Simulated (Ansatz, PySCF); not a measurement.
Molecule: C4H5FO, net charge 0, singlet state. 
Structure (B3LYP-D3(BJ)/def2-TZVP (Ansatz, a first-principles code) minimum search):
```xyz
11

O      2.5434    -0.2030    -0.2213
C      1.4853    -0.1967     0.3541
C      0.2225     0.3055    -0.2172
C     -0.8007     0.9796     0.7047
C     -1.0712    -0.3643     0.1724
F     -2.0108    -0.4961    -0.8138
H      1.4029    -0.5851     1.3942
H      0.2799     0.6748    -1.2322
H     -1.3424     1.8086     0.2725
H     -0.5553     1.0774     1.7542
H     -1.0504    -1.2307     0.8214
```
Charge 0, spin multiplicity 1.

Property: atomisation energy (electronic, to ground-state atoms), in eV. Correlated levels leave the core frozen unless marked. UHF or UKS for open shells. Spin-orbit coupling is left out. Non-relativistic unless marked X2C. The coupled-cluster limit lacks core correlation, which all-electron functionals hold. CBS marks a two-point X^-3 extrapolation of the correlation energy; Hartree-Fock from the larger set. [CCSD(T)-MP2]/basis is that difference in the basis named.

```json
[
 {"level": "PBE-D4/def2-TZVPD", "program": "Ansatz + dftd4", "atomisation energy (eV)": "(withheld)"},
 {"level": "r2SCAN-D4/def2-TZVPD", "program": "Ansatz + dftd4", "atomisation energy (eV)": "48.91"},
 {"level": "TPSSh-D4/def2-TZVPD", "program": "PySCF + dftd4", "atomisation energy (eV)": "(withheld)"},
 {"level": "B2GP-PLYP/def2-TZVPD", "program": "Ansatz", "atomisation energy (eV)": "47.95"},
 {"level": "X2C-CCSD(T)/cc-pVTZ-DK", "program": "Ansatz", "atomisation energy (eV)": "(withheld)"},
 {"level": "RI-MP2/CBS(cc-pVTZ,cc-pVQZ)+[CCSD(T)-MP2]/cc-pVTZ", "program": "Ansatz", "atomisation energy (eV)": "48.53"}
]
```

Question: Fill in the missing entries.

Answer: 
- PBE-D4/def2-TZVPD, atomisation energy (eV): 50.52
- TPSSh-D4/def2-TZVPD, atomisation energy (eV): 48.70
- X2C-CCSD(T)/cc-pVTZ-DK, atomisation energy (eV): 47.19
